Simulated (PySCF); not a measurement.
The calculation used PySCF, PBE0-D3(BJ)/def2-SVP geometry optimisation, gas phase. Rigid rotors, one computed conformer each.

Species:
1. `[CH2:1]=[C:2]([O:3][SiH3:4])[c:5]1[cH:6][cH:7][cH:8][cH:9][n:10]1` with C1–C2–O3–Si4 1°, C1–C2–C5–C6 -179°
2. `FC(F)(Br)Br`
3. `C[C@@H]1C=C1F`
4. `[CH3:1][O:2][Si:3]([Cl:4])([O:5][CH3:6])[O:7][CH3:8]` with C1–O2–Si3–Cl4 -56°, O2–Si3–O5–C6 -177°, O2–Si3–O7–C8 65°

Rotational constants (MHz) and dipole components (D):

```tsv
set	A	B	C	μa	μb	μc
P	10589	3782	3081	0.82	0.60	0.08
Q	3244	1130	979.5	0.00	0.40	0.00
R	1292	1277	1082	0.05	0.02	0.12
S	3151	626.3	525.7	0.07	1.46	0.02
```

Match each set to its species.

P = 3, Q = 2, R = 4, S = 1.

- 1 (set S): mass 151.0 u, 10 heavy atoms, longest extent 8.3 Å, Cs, near-prolate asymmetric top, Ia, Ib, Ic = 160.4, 807.0, 961.3 u·Å².
- 2 (set Q): mass 207.8 u, 5 heavy atoms, longest extent 3.2 Å, C2v, asymmetric top, Ia, Ib, Ic = 155.8, 447.3, 516.0 u·Å².
- 3 (set P): mass 72.0 u, 5 heavy atoms, longest extent 4.6 Å, C1, asymmetric top, Ia, Ib, Ic = 47.7, 133.6, 164.0 u·Å².
- 4 (set R): mass 156.0 u, 8 heavy atoms, longest extent 6.3 Å, Ia, Ib, Ic = 391.2, 395.8, 467.0 u·Å².

Each constant is 505379 MHz·u·Å² over a principal moment. Point groups hold within 0.08 Å; constants that symmetry makes equal can differ a little in the computed geometry, and forbidden dipole components can keep a residue. No structure here is proved a minimum.
